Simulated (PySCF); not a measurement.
Computed IR spectrum (relative IR intensity) of a molecule C2H4FNOSi. Geometry optimised at PBE-D3(BJ)/def2-SVP. The values are those of a single conformer. Method: PySCF with PBE-D3(BJ)/def2-SVP. Frequencies are harmonic and unscaled.

Lines under 2 % of the strongest are left out, and lines within 2 cm⁻¹ are merged.

| ν (cm⁻¹) | relative intensity |
|---|---|
| 59 | 2.7 |
| 163 | 6.0 |
| 228 | 6.4 |
| 259 | 14 |
| 285 | 27 |
| 512 | 6.0 |
| 590 | 7.8 |
| 668 | 15 |
| 746 | 6.5 |
| 813 | 31 |
| 860 | 100 |
| 881 | 12 |
| 920 | 18 |
| 961 | 8.7 |
| 1025 | 25 |
| 1117 | 9.9 |
| 2179 | 27 |
| 2225 | 30 |
| 2275 | 2.1 |
| 3759 | 36 |

Which molecule gave these data?
(A) F[Si@@H]1C=NCO1
(B) N#C[C@@H](F)[SiH2]O
(C) O=C=N[SiH2]CF
(D) O=C/C=N/[SiH2]F

B, N#C[C@@H](F)[SiH2]O
